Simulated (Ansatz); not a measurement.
Relaxation of CH$_{5}$FMgO (9 atoms, charge 0, multiplicity 1), to a largest force component of 0.03 eV/Å in at most 50 steps.

Method: UKS B3LYP-D4/cc-pVDZ in Ansatz.

```xyz
9
Properties=species:S:1:pos:R:3
Mg -0.197 0.497 -0.004
F 1.277 -1.364 -2.255
C -0.117 -0.095 1.985
H 0.885 -0.610 -2.601
O -0.337 1.147 -1.896
H -1.129 -0.171 2.420
H 0.463 0.611 2.605
H 0.358 -1.087 2.069
H -1.203 1.072 -2.323
```

Task: Where does it end, and by what steps?

Result: It converged. After 14 steps the energy has fallen by 1.630 eV; Mg1 moved furthest, 1.08 Å. Parted: F2–H4 (0.92 → 1.76 Å). Joined: Mg1–F2 (3.27 → 1.83 Å), H4–O5 (2.25 → 1.00 Å).

| step | energy less start (eV) | largest force component (eV/Å) | accepted |
| --- | --- | --- | --- |
| 0 | 0.0000 | 1.992 | yes |
| 1 | -0.3871 | 0.958 | yes |
| 2 | -0.5856 | 1.515 | yes |
| 3 | -0.8207 | 1.147 | yes |
| 4 | -1.0635 | 0.472 | yes |
| 5 | -1.0996 | 1.294 | yes |
| 6 | -1.2225 | 0.647 | yes |
| 7 | -1.3989 | 0.853 | yes |
| 8 | -1.5336 | 1.356 | yes |
| 9 | -1.6002 | 0.824 | yes |
| 10 | -1.6140 | 0.210 | yes |
| 11 | -1.6113 | 0.238 | no |
| 12 | -1.6267 | 0.111 | yes |
| 13 | -1.6295 | 0.035 | yes |
| 14 | -1.6297 | 0.005 | yes |

```xyz
9
Properties=species:S:1:pos:R:3
Mg 0.415 -0.358 -0.244
F 1.155 -1.154 -1.713
C -0.043 -0.182 1.781
H 0.231 0.194 -2.355
O -0.240 0.878 -1.806
H -1.133 -0.082 1.942
H 0.428 0.714 2.225
H 0.293 -1.052 2.373
H -1.106 1.041 -2.203
```

The run took 33 s on 2 threads of Intel(R) Xeon(R) Platinum 8488C (Sapphire Rapids), on a shared host, peak memory 0.24 GiB.
